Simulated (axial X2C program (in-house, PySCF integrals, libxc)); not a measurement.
## BrTcBr⁺: the levels of the configuration d4 s0 p(π)0

Calculated with an axial X2C code built on PySCF integrals: two-component X2C with atomic mean-field Coulomb and Gaunt terms, basis Br dyall-v3z, Tc dyall-v3z (cores contracted in-house). Orbitals come from Hartree–Fock averaged over the configuration Tc d4 s0 p(π)0; CI then distributes these electrons over the d, s, p(π) shells of Tc. The speed of light was multiplied by 2, so these are model numbers.

Br–Tc–Br held linear, both bonds 2.378 Å (near the minimum of the configuration average).

Active spinors (ω > 0):

```csv
shell,ω,ε (eV),character
d,3/2,-12.92,100% Tc d
d,5/2,-12.87,100% Tc d
d,1/2,-11.77,"77% Tc d, 20% Br p"
d,3/2,-11.73,"76% Tc d, 22% Br p"
d,1/2,-11.39,"64% Tc d, 22% Tc s, 14% Br p"
s,1/2,-3.05,"70% Tc s, 17% Tc d, 6% Br p"
p(π),1/2,-3.13,"86% Tc p, 4% Tc f"
p(π),3/2,-3.10,"86% Tc p, 4% Tc f"
```

Lowest levels of this model:

```
Ω  energy (cm⁻¹)     g∥  configuration
0              0   0.00        100% d4
1              2   4.00        100% d4
2              7   8.01        100% d4
1           2929   6.01        100% d4
0           3041   0.00        100% d4
0           3043   0.00        100% d4
1           3158   2.00        100% d4
2           3276   6.00        100% d4
3           3398  10.01        100% d4
3          12599   6.00        100% d4
4          12601  10.00        100% d4
2          12629   2.00        100% d4
2          13342   5.99        100% d4
1          13604   2.00        100% d4
0          13861   0.00        100% d4
0          13888   0.00        100% d4
3          15255   8.00        100% d4
3          15604   4.00        100% d4
4          15623   8.00        100% d4
5          15655  12.00        100% d4
0          17025   0.00        100% d4
0          17089   0.00        100% d4
0          17092   0.00        100% d4
4          18054  12.00        100% d4
4          18624   6.00        100% d4
5          18839  10.00        100% d4
6          19050  13.93        100% d4
6          19748  12.07        100% d4
5          23435  10.00        100% d4
```

g∥ is the magnitude of 2⟨Lz + ge Sz⟩ for the +Ω component.

This point took 3.7 s on 1 thread of Arm Neoverse V2, on a shared host.

There is no dynamic correlation: spin–orbit spacings and, for f shells, spacings inside one term are the most reliable numbers, splittings between terms come out too wide, and energies between configurations are not reliable, so the lowest level need not be the ground state of the molecule. For d shells the ligand-field splittings (σ, π, δ) and their order can be off by a thousand cm⁻¹ or more. At most 4 roots were kept for each Ω > 0 (twice that for Ω = 0) within 3.2 eV of the lowest, so higher up levels can be missing between those listed; levels with Ω > 0 are doubly degenerate and listed once, Ω = 0 levels singly. The open spinors mix strongly with ligand orbitals, which this small active space describes poorly. Some active spinors are only partly of the character that their shell is named for, so the shell names and counts are nominal. States that fill the shells left empty in the average are placed too high. The molecule was held linear; bending was not examined.
